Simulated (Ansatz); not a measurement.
Reaction (redistribution): `C[SiH2][SiH](O)Cl` + `[NH2][GeH2][F]` → `C[SiH2][SiH](N)O` + `[F][GeH2][Cl]`

Isolated molecules relaxed with PBE0-D4/def2-TZVP in Ansatz; ΔE leaves out vibrations. CCSD(T)/CBS is the MP2 limit (def2-TZVPP, def2-QZVPP) plus CCSD(T) − MP2 in def2-TZVPP, frozen cores. For Ge outer-core shells are correlated without core-valence functions, which leaves a few kJ/mol of doubt a bond. Scalar relativity is left out up to krypton. Each species was taken in one conformer, which may not be the lowest.

`C[SiH2][SiH](O)Cl`:

Z-matrix (Å, degrees):
```
C
Si 1 1.873
H 1 1.092 2 110.4
H 1 1.092 2 110.8 3 120.2
H 1 1.092 2 110.4 3 -119.6
Si 2 2.336 1 109.8 3 61.1
H 2 1.490 1 111.3 3 -59.7
H 2 1.490 1 111.3 3 179.8
Cl 6 2.074 2 108.2 1 58.4
O 6 1.642 2 107.3 1 -60.1
H 6 1.487 2 116.2 1 175.3
H 10 0.959 6 118.2 2 179.0
```

`[NH2][GeH2][F]`:

Cartesian coordinates in Å:
```
N -0.534 -0.548 -0.865
Ge 0.517 0.249 0.376
F -0.436 0.990 1.646
H -1.071 -1.343 -0.551
H -1.121 0.065 -1.411
H 1.283 1.403 -0.275
H 1.362 -0.815 1.080
```

`C[SiH2][SiH](N)O`:

Cartesian coordinates in Å:
```
C 0.996 -1.839 -1.197
Si 1.116 -0.086 -0.538
Si -0.921 0.693 0.307
N -0.670 2.074 1.284
O -1.546 -0.639 1.073
H 0.626 -2.507 -0.417
H 1.969 -2.202 -1.535
H 0.302 -1.888 -2.039
H 1.587 0.843 -1.606
H 2.124 -0.022 0.563
H -1.890 1.163 -0.727
H -1.333 2.827 1.345
H 0.042 2.128 1.991
H -2.402 -0.544 1.495
```

`[F][GeH2][Cl]`:

Cartesian coordinates in Å:
```
F 0.223 -1.217 -1.151
Ge -0.092 -0.069 0.103
Cl 0.961 1.708 -0.429
H 0.502 -0.637 1.391
H -1.594 0.214 0.086
```

```csv
species,SCS-MP2/def2-TZVPP energy (Eh)
`C[SiH2][SiH](O)Cl`,-1155.23039
`[NH2][GeH2][F]`,-2232.41804
`C[SiH2][SiH](N)O`,-751.36743
`[F][GeH2][Cl]`,-2636.28228
```

Problem. Work out ΔE.

Solution. ΔE = (-751.36743) + (-2636.28228) − (-1155.23039) − (-2232.41804) = -0.00128 Eh = -3.4 kJ/mol. CCSD(T)/CBS gives -2.5 kJ/mol.

Largest T1 diagnostic among the species: 0.011.

In def2-TZVPP, CCSD(T) changes the Hartree–Fock value by +5.3 kJ/mol (the triples alone add +0.8 kJ/mol) and MP2 by +7.4 kJ/mol.
